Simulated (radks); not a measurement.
Values are calculated unless marked as measured or tabulated.
Question: All-electron atom: the copper ion Cu10+ in [Ar] 3d1 (the NIST ground configuration). Code: a radial shooting solver on a logarithmic mesh with Libxc functionals. Model: scalar-relativistic Kohn-Sham, BLYP, spin-polarised, spherical densities, finite nucleus; open shells are filled with parallel spins first; Fermi nuclear charge, rms radius 3.8823 fm. Some entries of the table are withheld. Estimate them.

| orbital | occ. | eigenvalue (hartree) | <1/r> (bohr^-1) | r(max) (bohr) |
|---|---|---|---|---|
| 1s up | 1 | -335.5562 | 29.15 | 0.03412 |
| 1s down | 1 | -335.5562 | 29.15 | 0.03412 |
| 2s up | 1 | -49.51177 | 6.337 | 0.1966 |
| 2s down | 1 | -49.46780 | 6.341 | 0.1966 |
| 2p up | 3 | -44.16442 | 6.214 | 0.1583 |
| 2p down | 3 | -44.13124 | 6.218 | 0.1582 |
| 3s up | 1 | -13.31045 | 2.219 | 0.5850 |
| 3s down | 1 | -13.23478 | 2.214 | 0.5854 |
| 3p up | 3 | -11.67514 | 2.119 | (1) |
| 3p down | 3 | -11.59963 | 2.113 | (2) |
| 3d up | 1 | -9.12179 | 1.941 | 0.5052 |
| 3d down | 0 | -9.04049 | 1.936 | 0.5064 |
| 4s up | 0 | (3) | 0.9974 | 1.351 |
| 4s down | 0 | (4) | 0.9926 | 1.356 |
| 4p up | 0 | -5.16764 | 0.9473 | 1.411 |
| 4p down | 0 | -5.14596 | 0.9426 | 1.417 |

Answer: 
(1) 3p up r(max) (bohr): 0.5792
(2) 3p down r(max) (bohr): 0.5798
(3) 4s up eigenvalue (hartree): -5.72051
(4) 4s down eigenvalue (hartree): -5.69671
